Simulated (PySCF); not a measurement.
# Removal energies of Pm⁴³⁺ from EOM-IP-GCCSD

Reference: closed-shell Pm⁴³⁺, [Ar]; one electron is removed. Calculated with PySCF 2.14, two-component X2C-1e with screened spin-orbit coupling, an uncontracted even-tempered set (18 s from 3.4 bohr⁻², ratio 2.6; 14 p from 4.4 bohr⁻², ratio 2.6; 5 d from 4.5 bohr⁻², ratio 2.8; 3 f from 74 bohr⁻², ratio 2.8); frozen [Ne]; the 62 highest virtual spinors dropped; of the others 50 kept and the rest restored at second order. No Breit or QED terms. Binding energies in eV.

```tsv
level	Koopmans	second order	EOM-CCSD
3s1/2	3822.5	near a pole	3811.5
3p1/2	3662.3	3662.2	3662.3
3p3/2	3520.8	3521.6	3521.9
```

In EOM-CCSD the overlap with the one-orbital guess is low for 3s1/2 (weight 0.70). That can mean mixing with two-hole, one-particle states, where second order and EOM-CCSD lose accuracy, or only a rotation among the degenerate components of the shell; the terms of those configurations are not listed.

For comparison, the ionisation energy of Pm⁴³⁺ is 3519 ± 4 eV (theoretical estimate listed by NIST; NIST Atomic Spectra Database, ionization energies).
